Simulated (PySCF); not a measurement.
Ge2H7NSe.
Numbering: `[NH2:1][GeH2:2][Se:3][GeH3:4]` (hydrogens: H5, H6 on N1; H7, H8 on Ge2; H9, H10, H11 on Ge4)

Geometry (PBE0-D3(BJ)/def2-SVP, Å), atoms numbered from 1 in this order:
```xyz
11
Ge2H7NSe angstrom
N     -1.3712    0.3451    0.5016
Ge    -1.0293   -1.1150   -0.5555
Se     0.5950   -0.4162   -2.0990
Ge     1.8378    0.7605   -0.4649
H     -1.8606    1.1105    0.0461
H     -1.8087    0.1433    1.3967
H     -2.2119   -1.6483   -1.3952
H     -0.5026   -2.1982    0.4036
H      3.2537    0.8835   -1.0601
H      1.8825   -0.0498    0.8406
H      1.2557    2.1609   -0.2230
```

Level of theory: PySCF, PBE0-D3(BJ)/def2-SVP geometry optimisation, gas phase.

Masses are those of the commonest isotopes; rigid-rotor values at the optimised geometry. The values belong to one conformer with, in the numbering `[NH2:1][GeH2:2][Se:3][GeH3:4]`, H–N1–Ge2–Se3 70° and -161°, N1–Ge2–Se3–Ge4 42°.

(1) What are A, B and C (MHz)?

(2) Classify the top.

(3) Is it planar, by Δ = Ic − Ia − Ib?

(4) Predict some low-J microwave lines.

(5) Estimate the classical rotational partition function at 25 K, 50 K and 100 K.

## Answers

(1) Ia = 220.35, Ib = 510.50, Ic = 685.56 u·Å²; 505379 MHz·u·Å²/I gives A = 2294, B = 990.0, C = 737.2 MHz.

(2) An asymmetric top: κ = (2 × 990.0 − 2294 − 737.2)/(2294 − 737.2) = -0.68.

(3) Not planar: Δ = Ic − Ia − Ib = -45.29 u·Å². For a rigid frame Δ = −2 Σ m c², so Σ m c² = 22.65 u·Å² lies off the ab plane: 9.45 from hydrogen and 13.20 from heavier atoms. The atom farthest from that plane is 1.76 Å away.

(4) The dipole components are |μa| = 1.38 D, |μb| = 2.00 D, |μc| = 0.50 D. The squared components, which scale the intensities, stand as 0.47 : 1.00 : 0.06 (a : b : c). Some lines, for components of 0.1 D or more:

```json
{"type": "a", "branch": "Q", "J(Ka,Kc)": "3(1,2) ← 3(1,3)", "MHz": "1514", "lower level (cm⁻¹)": "0.367"}
{"type": "a", "branch": "R", "J(Ka,Kc)": "2(1,2) ← 1(1,1)", "MHz": "3202", "lower level (cm⁻¹)": "0.101"}
{"type": "c", "branch": "R", "J(Ka,Kc)": "1(1,0) ← 0(0,0)", "MHz": "3284", "lower level (cm⁻¹)": "0.000"}
{"type": "a", "branch": "R", "J(Ka,Kc)": "2(0,2) ← 1(0,1)", "MHz": "3421", "lower level (cm⁻¹)": "0.058"}
{"type": "c", "branch": "Q", "J(Ka,Kc)": "3(2,2) ← 3(1,2)", "MHz": "3554", "lower level (cm⁻¹)": "0.418"}
{"type": "b", "branch": "Q", "J(Ka,Kc)": "2(2,1) ← 2(1,2)", "MHz": "4669", "lower level (cm⁻¹)": "0.208"}
{"type": "a", "branch": "R", "J(Ka,Kc)": "3(1,3) ← 2(1,2)", "MHz": "4783", "lower level (cm⁻¹)": "0.208"}
{"type": "b", "branch": "R", "J(Ka,Kc)": "3(1,3) ← 2(0,2)", "MHz": "5867", "lower level (cm⁻¹)": "0.172"}
{"type": "b", "branch": "Q", "J(Ka,Kc)": "3(3,0) ← 3(2,1)", "MHz": "7009", "lower level (cm⁻¹)": "0.542"}
{"type": "b", "branch": "Q", "J(Ka,Kc)": "3(3,1) ← 3(2,2)", "MHz": "7170", "lower level (cm⁻¹)": "0.536"}
```

(5) Point group C1, symmetry number σ = 1; q = (√π/σ)·√((kT/h)³/(ABC)), k/h = 20836.6 MHz/K: 16300 at 25 K, 46100 at 50 K, 130000 at 100 K.

Whether it is a minimum is left open (no frequencies). These are rigid-rotor constants of the computed structure; measured ground-state constants (B0) also hold zero-point vibration. A rigid rotor knows nothing of inversion at nitrogen or internal rotation, which can split or shift real lines. Quadrupole hyperfine structure (14N) is left out.
